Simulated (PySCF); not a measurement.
Start geometry of `C=C[C@@]1(F)C[C@@H]1F` from a GFN2-xTB structure with every atom displaced at random (by about 0.01 Å) (Å):
```
atom  x, y, z in Å
C1     2.3003   -0.0386   -0.2474
C2     1.0462   -0.1105    0.2271
C3    -0.1870    0.0460   -0.5948
F4     0.1124    0.2997   -1.9096
C5    -1.4164   -0.7646   -0.3156
C6    -1.3997    0.7105   -0.0018
F7    -2.1282    1.5286   -0.7787
H8     3.1573   -0.1270    0.3751
H9     2.4580    0.1936   -1.2744
H10    0.8595   -0.3091    1.2841
H11   -1.9934   -1.0614   -1.1616
H12   -1.4018   -1.4646    0.5149
H13   -1.4014    1.0804    1.0111
```

Question: What comes out of this run: PBE0-D3(BJ)/def2-SVP geometry optimisation, gas phase (PySCF 2.14.0)?

Answer: 
```
atom  x, y, z in Å
C1     1.4275    1.6767    0.3815
C2     0.7655    0.5218    0.4555
C3    -0.1737    0.0457   -0.5732
F4    -0.3295    0.8948   -1.6179
C5    -0.2951   -1.4200   -0.9162
C6    -1.4073   -0.7324   -0.2023
F7    -2.5322   -0.4682   -0.8960
H8     2.1136    1.9855    1.1727
H9     1.2979    2.3428   -0.4747
H10    0.8974   -0.1457    1.3142
H11   -0.4769   -1.6129   -1.9768
H12    0.3252   -2.1517   -0.3931
H13   -1.6029   -0.9458    0.8545
```

The energy falls by 2.6 kcal/mol over 10 energy and gradient evaluations, the largest force component goes from 0.0334 to 2.8e-04 Eh/bohr, and the atoms move by 0.034 Å rms after alignment. Among the bonds, C1–H8 and C1–H9 change most and about equally (+0.028 to +0.029 Å). Bonds longer at the end by more than 0.005 Å: 6 of 13; shorter: 4. Among the angles that change most is F4–C3–C6, from 118.2° to 114.8°. Rotational constants go from 5195, 1822, 1681 to 5273, 1856, 1703 MHz. The orientation of the end geometry is arbitrary; only internal coordinates are fixed.

The run used 128 basis functions and 69 SCF cycles in all.

Stationary, but not proved a minimum. The numbers are those of one conformer.
